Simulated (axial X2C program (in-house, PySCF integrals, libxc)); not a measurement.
## Outer orbitals of HfBr at 2.457 Å, PBE0

Calculated with an axial X2C code built on PySCF integrals. Spin-free means the one-electron spin-free X2C Hamiltonian; two-component (2c) means X2C with spin–orbit coupling and atomic mean-field two-electron Coulomb and Gaunt terms, so the difference of the two also holds small scalar two-electron terms. Basis: Hf dyall-cv3z [13s14p9d7f4g], Br dyall-cv3z [8s9p6d4f1g] (cores contracted in-house); Gaussian nuclei, density fitting, unrestricted open shells. Masses: Hf 179.947 u, Br 78.918 u.

The distance is close to the 2c PBE0 minimum; the highest filled and lowest empty levels are listed.

Spin-free orbitals, state M_S = 1/2, Λ = 2 (beyond evenly filled blocks: δ+α) (Löwdin shares):

```json
{"symmetry": "π+α", "occupied": "yes", "ε (eV)": "-21.85", "atomic character": "100% Hf f"}
{"symmetry": "δ+α", "occupied": "yes", "ε (eV)": "-21.85", "atomic character": "100% Hf f"}
{"symmetry": "π-α", "occupied": "yes", "ε (eV)": "-21.84", "atomic character": "100% Hf f"}
{"symmetry": "φ+α", "occupied": "yes", "ε (eV)": "-21.83", "atomic character": "100% Hf f"}
{"symmetry": "δ-α", "occupied": "yes", "ε (eV)": "-21.81", "atomic character": "100% Hf f"}
{"symmetry": "π+β", "occupied": "yes", "ε (eV)": "-21.78", "atomic character": "100% Hf f"}
{"symmetry": "π-β", "occupied": "yes", "ε (eV)": "-21.78", "atomic character": "100% Hf f"}
{"symmetry": "δ-β", "occupied": "yes", "ε (eV)": "-21.77", "atomic character": "100% Hf f"}
{"symmetry": "δ+β", "occupied": "yes", "ε (eV)": "-21.77", "atomic character": "100% Hf f"}
{"symmetry": "φ-α", "occupied": "yes", "ε (eV)": "-21.74", "atomic character": "100% Hf f"}
{"symmetry": "σα", "occupied": "yes", "ε (eV)": "-21.73", "atomic character": "70% Hf f, 23% Br s, 2% Hf d"}
{"symmetry": "σβ", "occupied": "yes", "ε (eV)": "-21.69", "atomic character": "81% Hf f, 14% Br s"}
{"symmetry": "φ-β", "occupied": "yes", "ε (eV)": "-21.64", "atomic character": "100% Hf f"}
{"symmetry": "φ+β", "occupied": "yes", "ε (eV)": "-21.64", "atomic character": "100% Hf f"}
{"symmetry": "σβ", "occupied": "yes", "ε (eV)": "-10.15", "atomic character": "76% Br p, 9% Hf d, 8% Hf s"}
{"symmetry": "σα", "occupied": "yes", "ε (eV)": "-10.12", "atomic character": "76% Br p, 9% Hf d, 8% Hf s"}
{"symmetry": "π+β", "occupied": "yes", "ε (eV)": "-8.98", "atomic character": "78% Br p, 10% Hf d, 5% Hf f"}
{"symmetry": "π-β", "occupied": "yes", "ε (eV)": "-8.98", "atomic character": "78% Br p, 10% Hf d, 5% Hf f"}
{"symmetry": "π+α", "occupied": "yes", "ε (eV)": "-8.98", "atomic character": "77% Br p, 11% Hf d, 5% Hf f"}
{"symmetry": "π-α", "occupied": "yes", "ε (eV)": "-8.97", "atomic character": "77% Br p, 11% Hf d, 5% Hf f"}
{"symmetry": "σα", "occupied": "yes", "ε (eV)": "-5.95", "atomic character": "68% Hf s, 25% Hf d, 4% Hf p"}
{"symmetry": "σβ", "occupied": "yes", "ε (eV)": "-5.26", "atomic character": "75% Hf s, 14% Hf p, 6% Hf d"}
{"symmetry": "δ+α", "occupied": "yes", "ε (eV)": "-5.01", "atomic character": "100% Hf d"}
{"symmetry": "δ-α", "occupied": "no", "ε (eV)": "-2.42", "atomic character": "100% Hf d"}
{"symmetry": "π+α", "occupied": "no", "ε (eV)": "-2.25", "atomic character": "80% Hf d, 11% Hf p, 4% Br p"}
{"symmetry": "π-α", "occupied": "no", "ε (eV)": "-2.16", "atomic character": "80% Hf d, 11% Hf p, 4% Br p"}
{"symmetry": "σβ", "occupied": "no", "ε (eV)": "-2.03", "atomic character": "61% Hf d, 32% Hf p, 5% Br p"}
```

Spinors with spin–orbit coupling (state Ω = 3/2):

```json
{"ω": "1/2", "occupied": "yes", "ε (eV)": "-22.05", "atomic character": "70% Br s, 9% Hf f, 8% Hf d", "λ mixture": "95% σ, 5% π"}
{"ω": "-1/2", "occupied": "yes", "ε (eV)": "-21.99", "atomic character": "70% Br s, 10% Hf f, 8% Hf d", "λ mixture": "95% σ, 5% π"}
{"ω": "-3/2", "occupied": "yes", "ε (eV)": "-21.06", "atomic character": "100% Hf f", "λ mixture": "70% π, 30% δ"}
{"ω": "-1/2", "occupied": "yes", "ε (eV)": "-21.04", "atomic character": "98% Hf f", "λ mixture": "57% σ, 43% π"}
{"ω": "3/2", "occupied": "yes", "ε (eV)": "-21.04", "atomic character": "100% Hf f", "λ mixture": "73% π, 27% δ"}
{"ω": "-5/2", "occupied": "yes", "ε (eV)": "-21.03", "atomic character": "100% Hf f", "λ mixture": "83% δ, 17% φ"}
{"ω": "1/2", "occupied": "yes", "ε (eV)": "-21.03", "atomic character": "98% Hf f", "λ mixture": "61% σ, 39% π"}
{"ω": "5/2", "occupied": "yes", "ε (eV)": "-21.01", "atomic character": "100% Hf f", "λ mixture": "86% δ, 14% φ"}
{"ω": "-7/2", "occupied": "yes", "ε (eV)": "-20.99", "atomic character": "100% Hf f", "λ mixture": "100% φ"}
{"ω": "7/2", "occupied": "yes", "ε (eV)": "-20.89", "atomic character": "100% Hf f", "λ mixture": "100% φ"}
{"ω": "1/2", "occupied": "yes", "ε (eV)": "-10.15", "atomic character": "76% Br p, 9% Hf d, 8% Hf s", "λ mixture": "97% σ, 3% π"}
{"ω": "-1/2", "occupied": "yes", "ε (eV)": "-10.12", "atomic character": "76% Br p, 9% Hf d, 8% Hf s", "λ mixture": "97% σ, 3% π"}
{"ω": "-1/2", "occupied": "yes", "ε (eV)": "-9.09", "atomic character": "78% Br p, 10% Hf d, 5% Hf f", "λ mixture": "97% π, 3% σ"}
{"ω": "1/2", "occupied": "yes", "ε (eV)": "-9.09", "atomic character": "77% Br p, 11% Hf d, 5% Hf f", "λ mixture": "97% π, 3% σ"}
{"ω": "3/2", "occupied": "yes", "ε (eV)": "-8.81", "atomic character": "77% Br p, 11% Hf d, 5% Hf f", "λ mixture": "100% π"}
{"ω": "-3/2", "occupied": "yes", "ε (eV)": "-8.79", "atomic character": "77% Br p, 11% Hf d, 5% Hf f", "λ mixture": "100% π"}
{"ω": "-1/2", "occupied": "yes", "ε (eV)": "-5.91", "atomic character": "68% Hf s, 25% Hf d, 4% Hf p", "λ mixture": "100% σ"}
{"ω": "1/2", "occupied": "yes", "ε (eV)": "-5.27", "atomic character": "75% Hf s, 14% Hf p, 6% Hf d", "λ mixture": "100% σ"}
{"ω": "3/2", "occupied": "yes", "ε (eV)": "-5.18", "atomic character": "99% Hf d", "λ mixture": "96% δ, 4% π"}
{"ω": "1/2", "occupied": "no", "ε (eV)": "-2.37", "atomic character": "75% Hf d, 17% Hf p, 4% Br p", "λ mixture": "79% π, 21% σ"}
{"ω": "-5/2", "occupied": "no", "ε (eV)": "-2.23", "atomic character": "100% Hf d", "λ mixture": "100% δ"}
{"ω": "-1/2", "occupied": "no", "ε (eV)": "-2.21", "atomic character": "64% Hf d, 24% Hf p, 4% Br p", "λ mixture": "68% π, 32% σ"}
{"ω": "-3/2", "occupied": "no", "ε (eV)": "-2.04", "atomic character": "82% Hf d, 9% Hf p, 4% Br p", "λ mixture": "89% π, 11% δ"}
```

**Question.** How does the gap between the highest filled and lowest empty level change from the spin-free to the 2c table?

**Answer.** From 2.59 to 2.81 eV at PBE0, a change of 0.22 eV.

Mulliken charges and populations of the two-component result (they depend on the basis, above all on diffuse functions):

Hf 0.15 e (s 11.77 p 24.25 d 21.76 f 14.05 g 0.01), Br -0.15 e (s 7.93 p 17.19 d 10.02). ⟨Lz⟩ = 1.96 ħ and ⟨Sz⟩ = -0.46 ħ (-0.48 and 0.02 on the two atoms), which add up to Ω.

Occupations by symmetry block were frozen at the best pattern of an incomplete PBE0 search. Density functionals use the spin component along the axis (collinear). PBE0 can misorder states that lie within some tenths of an eV, so this need not be the ground state of the molecule. The nearest other spin-free determinant of the search, M_S = 1/2, Λ = 1, lies 0.27 eV up at the distance of the search. Without a current term, density functionals place determinants with orbital angular momentum somewhat too high. The determinant is spin-polarised beyond a pure state at some levels (its spin-free form has ⟨S²⟩ too high), which makes Re and μ there less reliable.
